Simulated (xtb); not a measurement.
xtb input:

```bash
xtb mol.xyz --gfnff --opt tight --chrg 0 --uhf 0
```
mol.xyz:
```
7

O     -1.07062083     0.45294967     0.28778807
C     -0.11330540    -0.51406056    -0.06751914
O      1.17599322     0.02511925    -0.22499623
H     -1.11990315     1.10353250    -0.42323741
H     -0.34489975    -0.98475515    -1.02619164
H     -0.14958005    -1.25867342     0.73152913
H      1.45123623     0.39970806     0.62068013
```

### Question
What final total energy does it print?

### Answer
-0.91276 Eh (GFN-FF).
